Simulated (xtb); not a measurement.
CH2NO (SMILES N[C]=O), doublet, from a rough starting geometry; xtb 6.7.1 with GFN2-xTB.

xtb was given this input:
```
$ xtb mol.xyz --gfn 2 --uhf 1 --opt vtight --json

# file mol.xyz
5

O     -0.38995625     1.70121884     0.01345766
C     -0.73089989     0.51554467    -0.04413658
N      0.13867218    -0.47501352    -0.10543004
H     -0.11306187    -1.43057337     0.07648099
H      1.16226349    -0.24455953     0.01744816
```

Q: Predict the main parts of the log of this xtb run.

A: 
```
   ID    Z sym.   atoms
    1    8 O      1
    2    6 C      2
    3    7 N      3
    4    1 H      4, 5

           -------------------------------------------------
          |                Calculation Setup                |
           -------------------------------------------------

           -------------------------------------------------
          |                 G F N 2 - x T B                 |
           -------------------------------------------------

          ...................................................
          :                      SETUP                      :
          :.................................................:
          :  # basis functions                  14          :
          :  # atomic orbitals                  14          :
          :  # shells                            8          :
          :  # electrons                        17          :
          :  max. iterations                   250          :
          :  Hamiltonian                  GFN2-xTB          :
          :  restarted?                      false          :
          :  GBSA solvation                  false          :
          :  PC potential                    false          :
          :  electronic temp.          300.0000000     K    :
          :  accuracy                    1.0000000          :
          :  -> integral cutoff          0.2500000E+02      :
          :  -> integral neglect         0.1000000E-07      :
          :  -> SCF convergence          0.1000000E-05 Eh   :
          :  -> wf. convergence          0.1000000E-03 e    :
          :  Broyden damping             0.4000000          :
          :  net charge                          0          :
          :  unpaired electrons                  1          :
          ...................................................

 iter      E             dE          RMSdq      gap      omega  full diag
   1    -10.0927745 -0.100928E+02  0.556E+00    3.25       0.0  T
   2    -10.1441008 -0.513263E-01  0.314E+00    2.88       1.0  T
   3    -10.1471960 -0.309525E-02  0.181E+00    2.94       1.0  T
   4    -10.1463996  0.796370E-03  0.486E-01    2.91       1.0  T
   5    -10.1474111 -0.101145E-02  0.136E-01    2.92       1.0  T
   6    -10.1474471 -0.360072E-04  0.660E-02    2.92       1.0  T
   7    -10.1474593 -0.122427E-04  0.674E-03    2.92       6.6  T
   8    -10.1474594 -0.132468E-07  0.420E-03    2.92      10.7  T
   9    -10.1474594 -0.504936E-07  0.406E-04    2.92     110.2  T
  10    -10.1474594 -0.211369E-09  0.116E-04    2.92     386.6  T

   *** convergence criteria satisfied after 10 iterations ***

         :::::::::::::::::::::::::::::::::::::::::::::::::::::
         ::                     SUMMARY                     ::
         :::::::::::::::::::::::::::::::::::::::::::::::::::::
         :: total energy             -10.055600437929 Eh    ::
         :: gradient norm              0.081698272596 Eh/a0 ::
         :: HOMO-LUMO gap              2.921722961746 eV    ::
         ::.................................................::
         :: SCC energy               -10.147459393601 Eh    ::
         :: -> isotropic ES            0.027174137875 Eh    ::
         :: -> anisotropic ES          0.001595390604 Eh    ::
         :: -> anisotropic XC          0.002708597149 Eh    ::
         :: -> dispersion             -0.001290354530 Eh    ::
         :: repulsion energy           0.091858955672 Eh    ::
         :: add. restraining           0.000000000000 Eh    ::
         :: total charge              -0.000000000000 e     ::
         :::::::::::::::::::::::::::::::::::::::::::::::::::::

      -----------------------------------------------------------
     |                   =====================                   |
     |                        A N C O P T                        |
     |                   =====================                   |
     |               Approximate Normal Coordinate               |
     |                Rational Function Optimizer                |
      -----------------------------------------------------------
      -----------------------------------------------------------
     |                   =====================                   |
     |                        A N C O P T                        |
     |                   =====================                   |
     |               Approximate Normal Coordinate               |
     |                Rational Function Optimizer                |
      -----------------------------------------------------------

          ...................................................
          :                      SETUP                      :
          :.................................................:
          :   optimization level         verytight          :
          :   max. optcycles                   200          :
          :   ANC micro-cycles                  20          :
          :   degrees of freedom                 9          :
          :.................................................:
          :   RF solver                   davidson          :
          :   write xtbopt.log                true          :
          :   linear?                        false          :
          :   energy convergence         0.1000000E-06 Eh   :
          :   grad. convergence          0.2000000E-03 Eh/α :
          :   maxmium RF displ.          1.0000000          :
          :   Hlow (freq-cutoff)         0.1000000E-01      :
          :   Hmax (freq-cutoff)         5.0000000          :
          :   S6 in model hess.         20.0000000          :
          ...................................................

generating ANC from exact Hessian ...
Using Lindh-Hessian (1995)
 Shifting diagonal of input Hessian by    0.0000000000000000
 Lowest  eigenvalues of input Hessian
    0.000000    0.000000    0.000000    0.000000    0.000000    0.000000
[...]
 * total energy  :   -10.0556004 Eh     change       -0.3863754E-10 Eh
 * total energy  :   -10.0600723 Eh     change       -0.4471823E-02 Eh
 * total energy  :   -10.0615024 Eh     change       -0.1430093E-02 Eh
 * total energy  :   -10.0617986 Eh     change       -0.2962761E-03 Eh
 * total energy  :   -10.0618840 Eh     change       -0.8534420E-04 Eh
 * total energy  :   -10.0618922 Eh     change       -0.8199001E-05 Eh
 * total energy  :   -10.0618964 Eh     change       -0.4237742E-05 Eh
 * total energy  :   -10.0618976 Eh     change       -0.1205781E-05 Eh
 * total energy  :   -10.0618981 Eh     change       -0.4952214E-06 Eh
 * total energy  :   -10.0618982 Eh     change       -0.6615092E-07 Eh
   *** GEOMETRY OPTIMIZATION CONVERGED AFTER 10 ITERATIONS ***
[...]
          :  max. iterations                   250          :
          :  Hamiltonian                  GFN2-xTB          :
          :  restarted?                      false          :
          :  GBSA solvation                  false          :
          :  PC potential                    false          :
          :  electronic temp.          300.0000000     K    :
          :  accuracy                    1.0000000          :
          :  -> integral cutoff          0.2500000E+02      :
          :  -> integral neglect         0.1000000E-07      :
          :  -> SCF convergence          0.1000000E-05 Eh   :
          :  -> wf. convergence          0.1000000E-03 e    :
          :  Broyden damping             0.4000000          :
          :  net charge                          0          :
          :  unpaired electrons                  1          :
          ...................................................

 iter      E             dE          RMSdq      gap      omega  full diag
   1    -10.1672071 -0.101672E+02  0.735E-05    2.69       0.0  T
   2    -10.1672071 -0.566658E-12  0.420E-05    2.69    1064.3  T
   3    -10.1672071 -0.159872E-13  0.759E-06    2.69    5889.7  T

   *** convergence criteria satisfied after 3 iterations ***

         :::::::::::::::::::::::::::::::::::::::::::::::::::::
         ::                     SUMMARY                     ::
         :::::::::::::::::::::::::::::::::::::::::::::::::::::
         :: total energy             -10.061898178361 Eh    ::
         :: gradient norm              0.000106281706 Eh/a0 ::
         :: HOMO-LUMO gap              2.693871574965 eV    ::
         ::.................................................::
         :: SCC energy               -10.167207055652 Eh    ::
         :: -> isotropic ES            0.025933106886 Eh    ::
         :: -> anisotropic ES          0.001531472513 Eh    ::
         :: -> anisotropic XC          0.002425783069 Eh    ::
         :: -> dispersion             -0.001287001391 Eh    ::
         :: repulsion energy           0.105308877291 Eh    ::
         :: add. restraining           0.000000000000 Eh    ::
         :: total charge              -0.000000000000 e     ::
         :::::::::::::::::::::::::::::::::::::::::::::::::::::

           -------------------------------------------------
          |                Property Printout                |
           -------------------------------------------------

    * Orbital Energies and Occupations

         #    Occupation            Energy/Eh            Energy/eV
      -------------------------------------------------------------
         1        2.0000           -0.7082090             -19.2713
         2        2.0000           -0.6633029             -18.0494
         3        2.0000           -0.6025893             -16.3973
         4        2.0000           -0.5767109             -15.6931
         5        2.0000           -0.5438178             -14.7980
         6        2.0000           -0.5395986             -14.6832
         7        2.0000           -0.4873635             -13.2618
         8        2.0000           -0.4418874             -12.0244
         9        1.0000           -0.3009766              -8.1900 (HOMO)
        10                         -0.2019786              -5.4961 (LUMO)
        11                          0.0048874               0.1330
        12                          0.1917290               5.2172
        13                          0.3467332               9.4351
        14                          0.6886573              18.7393
      -------------------------------------------------------------
                  HL-Gap            0.0989980 Eh            2.6939 eV
             Fermi-level           -0.3114548 Eh           -8.4751 eV

     #   Z          covCN         q      C6AA      α(0)
     1   8 O        0.856    -0.318    20.107     6.012
     2   6 C        1.766     0.170    27.150     8.425
     3   7 N        2.631    -0.224    25.895     7.558
     4   1 H        0.860     0.189     1.161     1.688
     5   1 H        0.860     0.182     1.203     1.718

 Mol. C6AA /au·bohr⁶  :        285.785875
 Mol. C8AA /au·bohr⁸  :       6302.056974
 Mol. α(0) /au        :         25.400111

Wiberg/Mayer (AO) data.
largest (>0.10) Wiberg bond orders for each atom

 ---------------------------------------------------------------------------
     #   Z sym  total        # sym  WBO       # sym  WBO       # sym  WBO
 ---------------------------------------------------------------------------
     1   8 O    2.199 --     2 C    1.989     3 N    0.177
     2   6 C    3.391 --     1 O    1.989     3 N    1.366
     3   7 N    3.401 --     2 C    1.366     4 H    0.946     5 H    0.911
                             1 O    0.177
     4   1 H    0.964 --     3 N    0.946
     5   1 H    0.964 --     3 N    0.911
 ---------------------------------------------------------------------------

Topologies differ in total number of bonds
Writing topology from bond orders to xtbtopo.mol

molecular dipole:
                 x           y           z       tot (Debye)
 q only:        0.373      -1.293       0.015
   full:        0.598      -1.499       0.017       4.103
molecular quadrupole (traceless):
                xx          xy          yy          xz          yz          zz
 q only:        1.894       1.102      -2.441      -0.025       0.064       0.547
  q+dip:        2.289       1.650      -2.713      -0.037       0.069       0.424
   full:        2.195       1.697      -3.237      -0.036       0.083       1.042

optimized geometry written to: xtbopt.xyz

           -------------------------------------------------
          | TOTAL ENERGY              -10.061898178361 Eh   |
          | GRADIENT NORM               0.000106281706 Eh/α |
          | HOMO-LUMO GAP               2.693871574965 eV   |
           -------------------------------------------------

normal termination of xtb
```
